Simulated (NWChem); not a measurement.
System: CHF, singlet; SMILES F[CH]

NWChem input:

```
start job
memory heap 200 mb stack 900 mb global 1100 mb
geometry units angstroms noautosym nocenter noautoz
  C      0.154982     0.707598     0.000000
  F     -0.002949    -0.577354     0.000000
  H     -0.914931     1.086231     0.000000
end
basis spherical
  * library def2-svp
end
dft
  xc pbe0
  iterations 150
end
cosmo
  do_cosmo_smd true
  solvent hexane
end
task dft energy
```

Output (shortened):

```
             Northwest Computational Chemistry Package (NWChem) 7.3.0
             --------------------------------------------------------

                             Geometry "geometry" -> ""
                             -------------------------

 Output coordinates in angstroms (scale by  1.889725989 to convert to a.u.)

  No.       Tag          Charge          X              Y              Z
 ---- ---------------- ---------- -------------- -------------- --------------
    1 C                    6.0000     0.15498200     0.70759800     0.00000000
    2 F                    9.0000    -0.00294900    -0.57735400     0.00000000
    3 H                    1.0000    -0.91493100     1.08623100     0.00000000

 Effective nuclear repulsion energy (a.u.)      27.3804877507

                                 NWChem DFT Module
                                 -----------------

 Summary of "ao basis" -> "ao basis" (spherical)
 ------------------------------------------------------------------------------
       Tag                 Description            Shells   Functions and Types
 ---------------- ------------------------------  ------  ---------------------
 C                          def2-svp                 6       14   3s2p1d
 F                          def2-svp                 6       14   3s2p1d
 H                          def2-svp                 3        5   2s1p

 in cosmo_initialize ...
 calling solv_data for solv:hexane

 solvent parameters
 solvname_short: hexane
 solvname_long:  n-hexane
 dielec:        1.8819
 dielecinf:     1.8903
 nonaqueous SMD model solvent descriptors
 dielec:        1.8819
 sola:          0.0000
 solb:          0.0000
 solc:          0.0000
 solg:         25.7500
 solh:          0.0000
 soln:          1.3749

          ---------------
          -cosmo- solvent
          ---------------
 Cosmo: York-Karplus, doi: 10.1021/jp992097l
 dielectric constant -eps-     =   1.88
 screen = (eps-1)/(eps    )    =   0.46862
 surface charge correction     = lagrangian

   van der Waals surface
 --------------------------

 ---------- ATOMIC COORDINATES (A.U.) ------------ VDWR(ANG.) --
     1    0.29287351    1.33716633    0.00000000     1.850
     2   -0.00557280   -1.09104086    0.00000000     1.730
     3   -1.72896889    2.05267895    0.00000000     1.200
 number of segments per atom =        128
 number of   points per atom =        128
 atom (   nspa,  nppa )
 ----------------------
    1 (     86,     0 )       0
    2 (     90,     0 )       0
    3 (     56,     0 )       0
 number of -cosmo- surface points =      232
 molecular surface =     58.474 angstrom**2
 molecular volume  =     38.121 angstrom**3
 -lineq- algorithm             =   0
 -bem- low  level              =   3
 -bem- from -octahedral-
 gaussian surface charge width =   4.50000
 degree of switching           =   1.00000
 switching function tolerance  =   0.00010
 atomic radii =
 --------------
    1  6.000  1.850
    2  9.000  1.730
    3  1.000  1.200
 ...... end of -cosmo- initialization ......

 nat:                     3
 ixmem:                   608
 calling mnsol_interface()
 G(SMD-CDS) energy (kcal/mol)  =     2.733
 SMD-CDS SASA (angstrom**2)    =    70.380

            General Information
            -------------------
          SCF calculation type: DFT
          Wavefunction type:  closed shell.
          No. of atoms     :     3
          No. of electrons :    16
           Alpha electrons :     8
            Beta electrons :     8
          Charge           :     0
          Spin multiplicity:     1
          Use of symmetry is: off; symmetry adaption is: off
          Maximum number of iterations: 150
          AO basis - number of functions:    33
                     number of shells:    15
          Convergence on energy requested:  1.00D-06
          Convergence on density requested:  1.00D-05
          Convergence on gradient requested:  5.00D-04

              XC Information
              --------------
                         PBE0 Method XC Functional
                     Hartree-Fock (Exact) Exchange  0.250
          PerdewBurkeErnzerhof Exchange Functional  0.750
            Perdew 1991 LDA Correlation Functional  1.000 local
           PerdewBurkeErnz. Correlation Functional  1.000 non-local

             Grid Information
             ----------------
          Grid used for XC integration:  medium
          Radial quadrature: Mura-Knowles
          Angular quadrature: Lebedev.
          Tag              B.-S. Rad. Rad. Pts. Rad. Cut. Ang. Pts.
          ---              ---------- --------- --------- ---------
          C                   0.70       49           6.0       434
          F                   0.50       49           7.0       434
          H                   0.35       45           6.0       434
          Grid pruning is: on
          Number of quadrature shells:   143
          Spatial weights used:  Erf1

      Superposition of Atomic Density Guess
      -------------------------------------

 Sum of atomic energies:        -137.41660090

      Non-variational initial energy
      ------------------------------

 Total energy =    -137.726067
 1-e energy   =    -244.096286
 2-e energy   =      78.989731
 HOMO         =      -0.214123
 LUMO         =      -0.056540

   convergence    iter        energy       DeltaE   RMS-Dens  Diis-err
 ---------------- ----- ----------------- --------- --------- ---------
     COSMO gas phase
 d= 0,ls=0.0,diis     1   -138.1042536199 -1.65D+02  2.31D-02  3.51D-01
 d= 0,ls=0.0,diis     2   -138.0823602205  2.19D-02  1.29D-02  6.85D-01
 d= 0,ls=0.0,diis     3   -138.1463984579 -6.40D-02  2.95D-03  2.71D-02
 d= 0,ls=0.0,diis     4   -138.1484873466 -2.09D-03  1.00D-03  1.03D-03
 d= 0,ls=0.0,diis     5   -138.1485975308 -1.10D-04  1.46D-04  1.50D-05
  Resetting Diis
 d= 0,ls=0.0,diis     6   -138.1485997745 -2.24D-06  2.17D-05  1.19D-07
 d= 0,ls=0.0,diis     7   -138.1485998006 -2.60D-08  2.81D-06  4.48D-09

   convergence    iter        energy       DeltaE   RMS-Dens  Diis-err
 ---------------- ----- ----------------- --------- --------- ---------
     COSMO solvation phase
 d= 0,ls=0.0,diis     1   -138.1470493372  1.55D-03  2.48D-03  5.57D-04
 d= 0,ls=0.0,diis     2   -138.1472226729 -1.73D-04  2.69D-04  5.23D-05
 d= 0,ls=0.0,diis     3   -138.1472303790 -7.71D-06  1.38D-04  6.10D-06
 d= 0,ls=0.0,diis     4   -138.1472312626 -8.84D-07  2.08D-05  6.53D-07
 d= 0,ls=0.0,diis     5   -138.1472313232 -6.05D-08  5.91D-06  8.71D-08

         Total DFT energy =     -138.147231323185
      One electron energy =     -244.306625194907
           Coulomb energy =       94.781741863652
    Exchange-Corr. energy =      -15.982500743752
 Nuclear repulsion energy =       27.380487750664

             COSMO energy =       -0.020334998842

 Numeric. integr. density =       15.999999055364

                                COSMO-SMD solvation results
                                ---------------------------

             internal energy in gas <Psi(g)|H|Psi(g)> =      -138.148599800557
         internal energy in solvent <Psi(s)|H|Psi(s)> =      -138.148401213483
                               delta internal energy  =         0.000198587074 (    0.12 kcal/mol)
   total free energy in solvent <Psi(s)|H+V/2|Psi(s)> =      -138.151587141979
 polarization energy contribution <Psi(s)|V/2|Psi(s)> =        -0.003185928496 (   -2.00 kcal/mol)
    total free energy in solvent including G(SMD-CDS) =      -138.147231323185
                       G(SMD-CDS) energy contribution =         0.004355818795 (    2.73 kcal/mol)
     1 M fixed-concentration free energy of solvation =         0.001368477372 (    0.86 kcal/mol)

                       DFT Final Molecular Orbital Analysis
                       ------------------------------------

 Vector    6  Occ=2.000000D+00  E=-5.290146D-01
              MO Center=  1.3D-02, -4.3D-01,  4.9D-11, r^2= 6.1D-01
   Bfn.  Coefficient  Atom+Function         Bfn.  Coefficient  Atom+Function
  ----- ------------  ---------------      ----- ------------  ---------------
    20      0.628128  2 F  pz                23     -0.413374  2 F  pz
     6     -0.192698  1 C  pz                 9     -0.101303  1 C  pz
    11      0.033908  1 C  d -1

 Vector    7  Occ=2.000000D+00  E=-4.808186D-01
              MO Center= -3.1D-02,  2.2D-01,  1.8D-10, r^2= 1.4D+00
   Bfn.  Coefficient  Atom+Function         Bfn.  Coefficient  Atom+Function
  ----- ------------  ---------------      ----- ------------  ---------------
    18      0.394029  2 F  px                19     -0.330439  2 F  py
     2     -0.270718  1 C  s                  5     -0.264948  1 C  py
    21     -0.265460  2 F  px                29     -0.226617  3 H  s
     3     -0.210549  1 C  s                 22      0.202622  2 F  py
     1      0.124585  1 C  s                 30     -0.069062  3 H  s

 Vector    8  Occ=2.000000D+00  E=-2.581881D-01
              MO Center=  2.9D-01,  7.0D-01, -8.5D-11, r^2= 1.3D+00
   Bfn.  Coefficient  Atom+Function         Bfn.  Coefficient  Atom+Function
  ----- ------------  ---------------      ----- ------------  ---------------
     3      0.458354  1 C  s                  4      0.460201  1 C  px
    18      0.294335  2 F  px                 2      0.277602  1 C  s
    29     -0.269851  3 H  s                  7      0.244886  1 C  px
    21     -0.227360  2 F  px                30     -0.201645  3 H  s
     5      0.132954  1 C  py                 1     -0.129027  1 C  s

 Vector    9  Occ=0.000000D+00  E=-9.159049D-02
              MO Center=  1.2D-01,  6.0D-01,  5.1D-11, r^2= 1.3D+00
   Bfn.  Coefficient  Atom+Function         Bfn.  Coefficient  Atom+Function
  ----- ------------  ---------------      ----- ------------  ---------------
     6      0.599945  1 C  pz                 9      0.539112  1 C  pz
    20      0.294604  2 F  pz                23     -0.264655  2 F  pz
    33      0.025916  3 H  pz

 Vector   10  Occ=0.000000D+00  E= 1.070621D-01
              MO Center= -1.1D+00,  1.1D+00,  2.0D-12, r^2= 2.4D+00
   Bfn.  Coefficient  Atom+Function         Bfn.  Coefficient  Atom+Function
  ----- ------------  ---------------      ----- ------------  ---------------
    30      1.965033  3 H  s                  3     -1.059740  1 C  s
     7      0.815667  1 C  px                 8     -0.458330  1 C  py
     4      0.335385  1 C  px                 2     -0.237292  1 C  s
     5     -0.192551  1 C  py                17     -0.128650  2 F  s
    21     -0.104362  2 F  px                29      0.098865  3 H  s

 Vector   11  Occ=0.000000D+00  E= 1.697375D-01
              MO Center=  3.1D-02,  6.2D-01, -3.7D-11, r^2= 2.3D+00
   Bfn.  Coefficient  Atom+Function         Bfn.  Coefficient  Atom+Function
  ----- ------------  ---------------      ----- ------------  ---------------
     3      1.169317  1 C  s                  8     -1.061224  1 C  py
    17     -0.953977  2 F  s                 30     -0.639473  3 H  s
    22     -0.453680  2 F  py                 5     -0.352933  1 C  py
     7     -0.305910  1 C  px                19      0.282490  2 F  py
    16     -0.204262  2 F  s                  2      0.170877  1 C  s

     Multipole analysis of the density
     ---------------------------------

     L   x y z        total         alpha         beta         nuclear
     -   - - -        -----         -----         ----         -------
     0   0 0 0     -0.000000     -8.000000     -8.000000     16.000000

     1   1 0 0     -0.660349     -0.319233     -0.319233     -0.021883
     1   0 1 0     -0.065457     -0.160883     -0.160883      0.256309
     1   0 0 1      0.000000      0.000000      0.000000      0.000000

     2   2 0 0     -9.081723     -6.292993     -6.292993      3.504262
     2   1 1 0     -1.442591     -0.149009     -0.149009     -1.144573
     2   1 0 1      0.000000      0.000000      0.000000      0.000000
     2   0 2 0     -9.042366    -17.348636    -17.348636     25.654905
     2   0 1 1      0.000000      0.000000      0.000000      0.000000
     2   0 0 2     -7.530493     -3.765246     -3.765246      0.000000
```

Level: PBE0/def2-SVP, SMD on the gas-phase geometry. Low-valent species are run as closed-shell singlets; no triplet was tried in these runs. All runs use the structure optimised with PBE0/def2-SVP. Solvent: n-hexane.
